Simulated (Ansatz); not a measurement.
`N[SiH2][S][GeH2][NH2]` + `[NH2][GeH2][NH2]` → `[NH2][GeH2][NH][GeH2][NH2]` + `N[SiH2]S`  (ligand exchange at a Ge–S bond)

Computed with Ansatz on PBE0-D4/def2-TZVP structures; ΔE is electronic, products minus reactants. CBS: MP2 limit from def2 TZ/QZ plus the TZ coupled-cluster correction, frozen cores. DFT in def2-TZVPP. B3LYP here is the variant with VWN-RPA as its local correlation; programs differ in this. For Ge outer-core shells are correlated without core-valence functions, which leaves a few kJ/mol of doubt a bond. Scalar relativity is left out up to krypton. One conformer a species, not always the lowest.

| level | ΔE (kcal/mol) | difference from CCSD(T)/CBS |
| --- | --- | --- |
| PBE-D4 | 12.3 | 2.7 |
| r2SCAN-D4 | 11.6 | 2.0 |
| PBE0-D4 | 12.0 | 2.4 |
| B3LYP-D4 | 10.6 | 1.0 |
| ωB97X-V | 9.8 | 0.2 |
| ωB97M-V | 10.4 | 0.8 |
| B2PLYP | 9.6 | 0.0 |
| PBE | 11.8 | 2.2 |
| r2SCAN | 11.5 | 1.9 |
| PBE0 | 11.5 | 1.9 |
| B3LYP | 9.7 | 0.1 |
| HF/def2-TZVPP | 7.9 | -1.7 |
| MP2/def2-TZVPP | 9.9 | 0.3 |
| SCS-MP2/def2-TZVPP | 9.0 | -0.6 |
| CCSD/def2-TZVPP | 8.6 | -1.0 |
| CCSD(T)/def2-TZVPP | 9.1 | -0.5 |
| HF/def2-QZVPP | 7.7 | -1.9 |
| MP2/def2-QZVPP | 10.2 | 0.6 |
| SCS-MP2/def2-QZVPP | 9.2 | -0.4 |
| HF/CBS(def2) | 7.6 | -2.0 |
| MP2/CBS(def2) | 10.5 | 0.9 |
| CCSD/CBS(def2) | 9.1 | -0.5 |
| CCSD(T)/CBS | 9.6 | 0 |

Largest T1 diagnostic among the species: 0.011.

The D4 term adds +0.9 kcal/mol with B3LYP and +0.5 kcal/mol with PBE0; it sums over pairs of atoms, weighted by their polarisabilities, and B3LYP, whose exchange is more repulsive, gets the larger term. In def2-TZVPP, CCSD(T) changes the Hartree–Fock value by +1.2 kcal/mol (the triples alone add +0.5 kcal/mol) and MP2 by +2.0 kcal/mol.
